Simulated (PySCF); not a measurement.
**EPR parameters of C3H2F3O**

Species: C3H2F3O (doublet state).
Numbering: `[CH2:1][C:2](=[O:3])[C:4]([F:5])([F:6])[F:7]` (hydrogens: H8, H9 on C1)

Geometry (GFN2-xTB, Å), atoms numbered from 1 in this order:
```
atom  x, y, z in Å
C1     1.304   -0.290   -0.459
C2     0.277   -0.390    0.505
O3     0.336   -0.994    1.564
C4    -1.028    0.365    0.112
F5    -0.779    1.669   -0.105
F6    -1.974    0.283    1.037
F7    -1.533   -0.120   -1.036
H8     2.244   -0.781   -0.273
H9     1.165    0.265   -1.370
```

The hyperfine couplings belong to this conformer and change with its torsions.

Computed with UKS B3LYP, pcH-1 on C F H O, non-relativistic, mean-field spin-orbit, GIAO (PySCF 2.14.0). One conformer (not necessarily the lowest) at the GFN2-xTB geometry, without solvent, vibrations or thermal averaging. A GFN2-xTB geometry isn't a minimum of the functional, and hyperfine couplings can be far from their values at a DFT geometry. The SCF solution wasn't tested for stability.

* g1, g2, g3: 2.00207, 2.00430, 2.00823
* g_iso: 2.00487
* Form of g: rhombic: the two nearest values differ by 36 % of g3 − g1
* ⟨S²⟩: 0.7665 (exact 0.7500)
* α and β electrons: 28, 27
* Total energy: -490.24044 Eh

Hyperfine couplings atom by atom, in MHz; T1 to T3 are the principal values of the dipolar part:

```
atom  isotope  a_iso      T1     T2     T3  Mulliken spin population
  C1      13C   66.7   -65.3  -64.7  130.0                      0.86
  C2      13C  -45.4   -17.5    4.7   12.8                     -0.14
  O3      17O  -22.4  -107.9   53.8   54.1                      0.35
  C4      13C   -3.1    -0.7   -0.5    1.3                      0.00
  F5      19F   11.9   -12.2   -6.1   18.2                      0.00
  F6      19F   -1.4    -3.5    0.4    3.1                      0.00
  F7      19F   11.2   -12.2   -5.8   18.0                      0.00
  H8       1H  -51.8   -29.1   -2.7   31.9                     -0.04
  H9       1H  -52.9   -31.2   -2.1   33.3                     -0.03
```

Largest spin populations (Mulliken): C1 (+0.86), O3 (+0.35) and C2 (-0.14). The positive populations add up to 1.21 and the negative ones to -0.21, together 2S = 1. The angles at C1 add up to 360.0°, so it is planar; its axial dipolar tensor and the negative couplings of its protons fit spin in a p orbital normal to that plane.

Axes: g3 points within 9° of the C2–O3 bond.

Under fast tumbling the dipolar parts average out, and these isotropic splittings remain: 1 × 1H (H9, I = 1/2, 2 lines) with 1.88 mT, 1 × 1H (H8, I = 1/2, 2 lines) with 1.85 mT and 3 × 19F (F5/F6/F7, I = 1/2, 4 lines) with 0.26 mT.

Class means assume fast exchange of nuclei equivalent by connectivity; if that motion is slow, each nucleus keeps its own coupling. H8 and H9 aren't averaged: C1 is flat or nearly so (angle sum 360°), and its turn about the short C1–C2 bond (1.41 Å) is taken as slow. The three 19F nuclei of mean +7.3 MHz run from -1.4 to 11.9 MHz in the frozen geometry.

The 17O coupling of O3 (-22.4 MHz) shows only in satellite lines or after enrichment, since that isotope makes up about 0.038 % of natural oxygen.

The 13C coupling of C1 (66.7 MHz) shows only in satellite lines or after enrichment, since that isotope makes up about 1.07 % of natural carbon.

The run took 29 s of wall time (grids of density and orbitals included) on Arm Neoverse V1, one thread, no GPU, shared host, and the process peaked at 0.70 GiB of memory.
